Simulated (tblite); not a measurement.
Compound: C7H10O2Si.
Atom-mapped SMILES: `[CH2:1]=[CH:2][C:3]1=[CH:4][CH:5]=[C:6]([CH2:7][OH:8])[O:9][SiH2:10]1` (hydrogens: H11, H12 on C1; H13 on C2; H14 on C4; H15 on C5; H16, H17 on C7; H18 on O8; H19, H20 on Si10)

Computed with GFN2-xTB (tblite), gas phase: L-BFGS steps from a force-field or distance-geometry start until the largest atomic force falls under 0.01 eV/Å.

At the end of the run (lengths in Å): C6–O9 1.342, O9–Si10 1.651, C2–C3 1.443, C2–H13 1.084, C1–H12 1.076, O8–H18 0.967, C7–O8 1.402, C6–O9–Si10 126.8°, C1–C2–C3 124.5°, C3–Si10–O9 102.9°, C6–C7–O8 112.4°, C1–C2–C3–C4 180°, C2–C3–C4–C5 179°, C3–C4–C5–C6 0°, H16–C7–C6–C5 27°, H18–O8–C7–C6 35°.

**Question.** These geometries were met on the way; a selection of coordinates is given. Order them by energy above the end point, lowest first.
A. C6–O9 1.347, O9–Si10 1.656, C2–C3 1.439, C2–H13 1.085, C1–H12 1.079, O8–H18 0.965, C7–O8 1.409, C6–O9–Si10 127.0°, C1–C2–C3 126.0°, C3–Si10–O9 103.0°, C6–C7–O8 112.2°, C1–C2–C3–C4 180°, C2–C3–C4–C5 180°, C3–C4–C5–C6 0°, H16–C7–C6–C5 6°, H18–O8–C7–C6 42°
B. C6–O9 1.357, O9–Si10 1.670, C2–C3 1.451, C2–H13 1.083, C1–H12 1.079, O8–H18 0.960, C7–O8 1.405, C6–O9–Si10 123.6°, C1–C2–C3 128.1°, C3–Si10–O9 105.4°, C6–C7–O8 110.4°, C1–C2–C3–C4 180°, C2–C3–C4–C5 180°, C3–C4–C5–C6 1°, H16–C7–C6–C5 4°, H18–O8–C7–C6 39°
C. C6–O9 1.388, O9–Si10 1.681, C2–C3 1.466, C2–H13 1.108, C1–H12 1.099, O8–H18 0.987, C7–O8 1.422, C6–O9–Si10 120.2°, C1–C2–C3 128.9°, C3–Si10–O9 107.2°, C6–C7–O8 109.6°, C1–C2–C3–C4 180°, C2–C3–C4–C5 180°, C3–C4–C5–C6 2°, H16–C7–C6–C5 6°, H18–O8–C7–C6 39°
D. C6–O9 1.350, O9–Si10 1.651, C2–C3 1.443, C2–H13 1.084, C1–H12 1.076, O8–H18 0.965, C7–O8 1.408, C6–O9–Si10 126.8°, C1–C2–C3 127.3°, C3–Si10–O9 103.8°, C6–C7–O8 111.6°, C1–C2–C3–C4 180°, C2–C3–C4–C5 180°, C3–C4–C5–C6 -1°, H16–C7–C6–C5 5°, H18–O8–C7–C6 41°
E. C6–O9 1.343, O9–Si10 1.651, C2–C3 1.445, C2–H13 1.085, C1–H12 1.077, O8–H18 0.965, C7–O8 1.406, C6–O9–Si10 127.0°, C1–C2–C3 125.4°, C3–Si10–O9 102.7°, C6–C7–O8 112.4°, C1–C2–C3–C4 180°, C2–C3–C4–C5 180°, C3–C4–C5–C6 0°, H16–C7–C6–C5 6°, H18–O8–C7–C6 44°

**Answer.** E (0.015 eV), A (0.030 eV), D (0.065 eV), B (0.118 eV), C (0.238 eV).

| step | E above end (eV) | rms distance from the end, all atoms (Å) | largest force (eV/Å) | rms shift of all bonds from the end (Å) |
| --- | --- | --- | --- | --- |
| 12 | 0.015 | 0.193 | 0.125 | 0.002 |
| 8 | 0.030 | 0.196 | 0.270 | 0.004 |
| 5 | 0.065 | 0.201 | 0.249 | 0.004 |
| 2 | 0.118 | 0.206 | 0.559 | 0.007 |
| 0 | 0.238 | 0.209 | 1.544 | 0.019 |

Rows stand in the order of the answer.
